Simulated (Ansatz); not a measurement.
Start from `C[SiH2][BH][ZnH]` and change one atom or group to get `CB[SiH2]C`.

Ansatz, PBE0-D4/def2-TZVP geometries, multiplicity 1. Each molecule was computed in one conformer, which needn't be the lowest.

Scalar relativity is left out up to krypton.

```tsv
property	`C[SiH2][BH][ZnH]`
HOMO energy (PBE0/def2-TZVPP) / eV	-6.86
LUMO energy (PBE/def2-TZVPP) / eV	-3.71
HOMO–LUMO gap (PBE/def2-TZVPP) / eV	2.12
size of the dipole moment (B3LYP/def2-TZVPP) / D	0.48
size of the dipole moment (ωB97M-V/def2-TZVPP) / D	0.45
size of the dipole moment (PBE/def2-TZVPP) / D	0.54
```

(1) What does the change do to each property? (An estimate is asked.)

Results:

(1) Ansatz gave: 
```csv
property,`CB[SiH2]C`,shift
HOMO energy (PBE0/def2-TZVPP) / eV,-7.61,-0.75
LUMO energy (PBE/def2-TZVPP) / eV,-2.65,1.06
HOMO–LUMO gap (PBE/def2-TZVPP) / eV,3.74,1.62
size of the dipole moment (B3LYP/def2-TZVPP) / D,1.30,0.82
size of the dipole moment (ωB97M-V/def2-TZVPP) / D,1.33,0.88
size of the dipole moment (PBE/def2-TZVPP) / D,1.37,0.83
```

With PBE0 the HOMO falls by 0.75 eV and the LUMO rises by 1.10 eV, so the gap widens by about 1.85 eV. PBE moves the HOMO by -0.56 eV and ωB97M-V by -0.82 eV. Dipoles are sizes alone; their direction can turn.

B3LYP here is the variant with VWN-RPA as its local correlation; programs differ in this.
